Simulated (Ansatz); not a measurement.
Ge12NH23⁺, a cluster cut from the lattice of germanium (1 of the caps NH2). Charge 1, multiplicity 2. Geometry PBE-D4/def2-SVP, that of the neutral singlet; atoms count from 1.

```xyz
36

Ge   -2.9206    1.2386   -2.6279
Ge    1.5244   -1.4719   -1.7025
Ge   -1.9103    3.9437    0.2021
Ge    2.6216    1.1557    1.1441
Ge   -1.1568    0.1135    0.7031
Ge    3.2181   -2.7781    1.6752
Ge   -3.5064    3.3565   -1.5549
Ge    0.9183    0.5777   -0.5104
Ge   -2.8446   -0.5306   -0.9444
Ge    1.6038   -3.3230   -0.0815
Ge   -1.8280    2.1563    1.8662
Ge    2.7048   -0.6574    2.7794
N     2.0806   -5.0069   -0.7466
H    -1.5190    1.3629   -3.2895
H    -3.9480    0.9049   -3.7487
H     2.9108   -1.3111   -2.3971
H     0.4751   -1.7439   -2.8237
H    -0.4968    4.1161   -0.4225
H    -2.3105    5.2986    0.8555
H     4.0172    1.3305    0.4783
H     2.2467    2.4966    1.8405
H    -0.8970   -1.0464    1.7124
H     4.6247   -2.6514    1.0176
H     3.2931   -3.9303    2.7182
H    -3.5985    4.4965   -2.6109
H    -4.9135    3.2025   -0.9069
H     0.6680    1.7653   -1.4896
H    -2.4596   -1.8923   -1.5936
H    -4.2458   -0.6889   -0.2862
H     1.4037   -5.3466   -1.4424
H     2.9986   -4.9872   -1.2093
H     0.1833   -3.5094    0.5268
H    -0.7988    2.4937    2.9842
H    -3.2264    1.9938    2.5294
H     3.7685   -0.3647    3.8775
H     1.3194   -0.7631    3.4779
```

Single mean-field runs in def2-SVP are fitted with def2-universal-jkfit.

Q: Estimate the Mulliken populations of the heavy atoms from the PBE0/def2-SVP orbitals of Ansatz.

A: 
```tsv
atom	charge (e)	spin (α − β)
Ge1	0.05	0.00
Ge2	0.11	0.25
Ge3	0.05	0.01
Ge4	0.11	0.03
Ge5	-0.10	0.05
Ge6	0.07	0.05
Ge7	0.08	0.00
Ge8	-0.09	0.11
Ge9	0.10	0.02
Ge10	0.22	0.03
Ge11	0.12	0.06
Ge12	0.06	0.01
N13	-0.28	0.37
```
Mulliken values depend strongly on the basis.

Q: Where does the spin sit?

A: Summed by element: Ge 0.63, N 0.37, H 0.00, of 1 unpaired in all. Largest on single atoms: N13 0.37, Ge2 0.25, Ge8 0.11.

Q: And the Mayer bond orders between heavy atoms (over 0.3)?

A: Ge1–Ge7 0.92 (2.45 Å); Ge1–Ge9 0.92 (2.44 Å); Ge2–Ge8 0.81 (2.45 Å); Ge2–Ge10 0.73 (2.46 Å); Ge3–Ge7 0.92 (2.45 Å); Ge3–Ge11 0.91 (2.44 Å); Ge4–Ge8 0.89 (2.44 Å); Ge4–Ge12 0.91 (2.44 Å); Ge5–Ge8 0.93 (2.45 Å); Ge5–Ge9 0.88 (2.44 Å); Ge5–Ge11 0.84 (2.44 Å); Ge6–Ge10 0.87 (2.45 Å); Ge6–Ge12 0.91 (2.45 Å); Ge10–N13 1.10 (1.87 Å).
